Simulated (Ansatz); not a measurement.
H7Si3, doublet, at a GFN2-xTB geometry. Base run: HF/6-31G (Ansatz, a program for electronic structure).

Input for Ansatz:
Ansatz 0.2 input:
```yaml
crystal:
  periodic: [false, false, false]
  atoms:
    - {symbol: Si, position_ang: [2.02088952, 0.17751266, 0.33678020]}
    - {symbol: Si, position_ang: [0.00895163, -0.01380931, -0.74836045]}
    - {symbol: Si, position_ang: [-2.03137921, -0.12663037, 0.29392064]}
    - {symbol: H, position_ang: [2.59470803, -1.03942363, 0.93106056]}
    - {symbol: H, position_ang: [1.85735176, 1.12183980, 1.44808210]}
    - {symbol: H, position_ang: [3.06554075, 0.71511658, -0.54263960]}
    - {symbol: H, position_ang: [0.09330738, -0.98023316, -1.86598983]}
    - {symbol: H, position_ang: [-2.42951048, -1.41651635, 0.87792099]}
    - {symbol: H, position_ang: [-3.12583804, 0.25042265, -0.60812385]}
    - {symbol: H, position_ang: [-2.03402651, 0.82977240, 1.40692423]}
basis:
  gaussian:
    orbitals: 6-31G
hamiltonian:
  xc: hf
magnetization: {spin_polarized: true, initial_magnetization: 1}
```

Variants of this job, named by their change:

| change | ΔE vs base (mEh) |
|---|---|
| base | 0.000 |
| forces = on | 0.000 |
| lower_state_search = full | 0.000 |
| fitting.mean_field = def2-universal-JKFIT | 0.000 |
| nuclear_model = gaussian | 0.502 |
| point_charge = charge:-1.0 position_ang:-4.8779, -1.7931, 3.6158 | -2.738 |
| fitting.mean_field = cc-pVTZ-JKFIT | 0.011 |
| lower_state_search = off | 0.000 |
| lower_state_search = light | 0.000 |
| point_charge = charge:1.0 position_ang:0.0485, -6.261, -0.3449 | -0.409 |
| point_charge = charge:0.5 position_ang:-1.9916, 3.9443, 4.5043 | -0.800 |
